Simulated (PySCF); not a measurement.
C₃H₅AlCl₃N.
Structure used (PBE0-D3(BJ)/def2-SVP), in Å, numbered top down from 1:
```xyz
13
C3H5AlCl3N angstrom
C      2.353    0.655    0.825
C      1.190    0.873    0.003
N      0.230    0.994   -0.622
Al    -1.618    0.419   -1.188
C     -1.515   -1.211    0.028
Cl    -1.291   -0.741    1.753
Cl    -0.153   -2.296   -0.421
Cl    -3.051   -2.104   -0.133
H      2.026    0.100    1.718
H      2.803    1.611    1.123
H      3.089    0.051    0.276
H     -1.474    0.077   -2.733
H     -2.584    1.555   -0.641
```

Theory: PySCF, PBE0-D3(BJ)/def2-SVP geometry optimisation, gas phase.

Problem. Which atoms are bound to Al4, and at what distances?

Solution. 4 atoms: H12 1.589 Å, H13 1.589 Å, N3 2.017 Å, C5 2.036 Å. The nearest atom not counted as bound is C2, at 3.08 Å (others tie with it).

Problem. List the angles at Al4.

Solution. 
```csv
angle,degrees,distance of the outer atoms (Å)
H12–Al4–H13,123.0,2.79
C5–Al4–H12,113.8,3.05
C5–Al4–H13,113.4,3.04
N3–Al4–H13,104.9,2.87
N3–Al4–H12,104.6,2.86
N3–Al4–C5,90.8,2.89
```

Problem. Describe the arrangement about Al4 in numbers.

Solution. Angles from 90.8° to 123.0°; τ4 = (360° − α − β)/141° = 0.87 with α and β the two widest (0 for a square, 1 for a tetrahedron).

Problem. What are the other bond lengths?

Solution. C1–C2 1.441 Å; C2≡N3 1.152 Å; C5–Cl6, C5–Cl7 1.800 Å; C5–Cl8 1.784 Å; C1–H9, C1–H10, C1–H11 1.100 Å.

Problem. Give some angles away from the centre.

Solution. C1–C2–N3 176.5°, C2–N3–Al4 152.4°, Al4–C5–Cl6 111.7°, Al4–C5–Cl8 107.7°, Cl6–C5–Cl7 107.6°, Cl6–C5–Cl8 108.9°.

Problem. What are the rotational constants (commonest isotopes, rigid rotor)?

Solution. A = 1415, B = 706.4, C = 659.5 MHz: an asymmetric top.

Charge 0, singlet. Stationary, but not proved a minimum.

One conformer stands for the species.
